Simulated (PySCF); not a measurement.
Coordinates in bohr (charge 0 multiplicity 3):
```
Os    0.0000    0.0000    0.0000
F     3.4519    0.0000    0.0000
F     0.0000    3.4519    0.0000
F    -3.4519    0.0000    0.0000
F     0.0000   -3.4519    0.0000
```

All numbers come from UPBE0/[Os def2-SVP with ECP60, F def2-SVP], scalar-relativistic core potentials, density fitting, no spin–orbit coupling, PySCF.

This geometry of OsF₄ is a stationary point at this level.

What is the point group?

D4h.

Is it a minimum?

Yes: all harmonic wavenumbers are real.

Which band is strongest in the infrared?

747 cm⁻¹ (eu), 393 km/mol.

What is the atomisation energy, with and without zero-point energy?

1668 kJ/mol without, 1644 kJ/mol with.

Other isomers or separated fragments may lie lower. Open d and f shells are described by one determinant, and the ground state may have another occupation or spin. At this level a quintet minimum of D4h symmetry lies 24 kJ/mol below this structure. With an element this heavy the missing spin–orbit coupling can shift these numbers.
